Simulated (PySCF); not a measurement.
How do the members of this family differ from one of them?

PySCF, wB97X-D/def2-SVPD, density fitting, gas phase; each molecule at its own PBE0-D3(BJ)/def2-SVP geometry, one conformer. Singlet excitations by full TDDFT with frozen cores and triplets by Tamm–Dancoff TDDFT. 

Reference: `[CH3][Sn]([CH3])([CH3])[CH3]`, with HOMO energy -9.51 eV, LUMO energy 1.68 eV, lowest singlet excitation 7.33 eV, lowest triplet excitation 6.97 eV, mean polarisability 91.2 au and dipole moment 0.01 D.

Changes against it:

```
                        molecule                          change  Δ HOMO energy (eV)  Δ LUMO energy (eV)  Δ lowest singlet excitation (eV)  Δ lowest triplet excitation (eV)  Δ mean polarisability (au)  Δ dipole moment (D)
C=[CH][Sn]([CH]=C)([CH]=C)[CH]=C  ligand (all four): Me to vinyl               +0.25               -0.61                             -1.41                             -2.59                       +44.7                +0.02
        [OH][Sn]([OH])([OH])[OH]     ligand (all four): Me to OH               -1.76               -2.01                             -1.29                             -1.42                       -38.3                +0.11
        [SH][Sn]([SH])([SH])[SH]     ligand (all four): Me to SH               -0.09               -2.44                             -2.78                             -2.82                       +38.2                +0.06
    C#[C][Sn]([C]#C)([C]#C)[C]#C    ligand (all four): Me to CCH               -0.70               -0.59                             -1.26                             -1.89                       +28.0                +0.01
        C[O][Sn]([O]C)([O]C)[O]C    ligand (all four): Me to OMe               -0.43               -1.64                             -2.09                             -2.16                       +11.3                +0.08
            [F][Sn]([F])([F])[F]      ligand (all four): Me to F               -5.04               -4.03                             -0.50                             -0.54                       -57.9                 0.00
        [Cl][Sn]([Cl])([Cl])[Cl]     ligand (all four): Me to Cl               -2.24               -3.77                             -2.21                             -2.21                        +1.3                +0.05
```

Rows whose labels were lost:

| row | Δ HOMO energy (eV) | Δ LUMO energy (eV) | Δ lowest singlet excitation (eV) | Δ lowest triplet excitation (eV) | Δ mean polarisability (au) | Δ dipole moment (D) |
| --- | --- | --- | --- | --- | --- | --- |
| P | -1.51 | -0.34 | +0.91 | +0.44 | -46.5 | -0.01 |
| Q | -1.29 | -3.85 | -2.98 | -2.96 | +36.7 | +0.13 |
| R | -3.70 | -2.70 | -0.45 | -1.17 | -2.3 | +0.07 |

Which row belongs to which of `N#[C][Sn]([C]#N)([C]#N)[C]#N` (ligand (all four): Me to CN), `[H][Sn]([H])([H])[H]` (ligand (all four): Me to H) and `[Br][Sn]([Br])([Br])[Br]` (ligand (all four): Me to Br)?

P = `[H][Sn]([H])([H])[H]`, Q = `[Br][Sn]([Br])([Br])[Br]` and R = `N#[C][Sn]([C]#N)([C]#N)[C]#N`. P and Q are told apart most clearly by the mean polarisability (-46.5 against +36.7 au); P and R are told apart most clearly by the mean polarisability (-46.5 against -2.3 au); Q and R are told apart most clearly by the mean polarisability (+36.7 against -2.3 au).

Which row has the smallest HOMO–LUMO gap and which the largest, and does the HOMO or the LUMO shift more there?

Smallest, counted from the reference: Q, -2.56 eV (HOMO -1.29, LUMO -3.85), the larger shift being that of the LUMO. Largest: P, +1.17 eV (HOMO -1.51, LUMO -0.34), the larger shift being that of the HOMO.

Fit a straight line for the change of the mean polarisability against that of the lowest triplet excitation over the labelled rows, and test it on P, Q and R.

Over the 7 labelled rows the slope is -46.4 au/eV, the intercept -86.5 au, r = -0.92 and the standard error 17 au. P: predicted -107.0, computed -46.5 au; Q: predicted +50.9, computed +36.7 au; R: predicted -32.2, computed -2.3 au. The mean miss is 35 au, against 30 au for guessing the labelled rows' mean: the line is of no use for them.
